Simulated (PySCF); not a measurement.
# Excitation energy of As by level of theory

As [Ar] 3d10 4s2 4p3 (4S) → As [Ar] 3d10 4s2 4p2 5s1 (4P), as a difference of total energies. All numbers are calculated (PySCF 2.14, scalar relativity through the core potential, in aug-cc-pVQZ-PP with ECP10MDF (7s6p5d3f2g, 89 functions)). Correlated levels: valence: 3s2 3p6 3d10 frozen. The calculations carry no spin-orbit coupling.

```json
{"method": "UHF", "excitation energy (eV)": "6.268"}
{"method": "MP2 (valence)", "excitation energy (eV)": "6.534"}
{"method": "SCS-MP2 (valence)", "excitation energy (eV)": "6.468"}
{"method": "CCSD (valence)", "excitation energy (eV)": "6.471"}
{"method": "CCSD(T) (valence)", "excitation energy (eV)": "6.485"}
```

Problem. How much does correlation contribute at CCSD(T) (valence)?

Solution. 6.485 − (6.268) = 0.217 eV, measured against UHF.

Errors of the correlated levels include the incompleteness of this basis and the frozen core.

For comparison: 6.460 eV (measured; NIST levels, between the centres of gravity of the two terms).
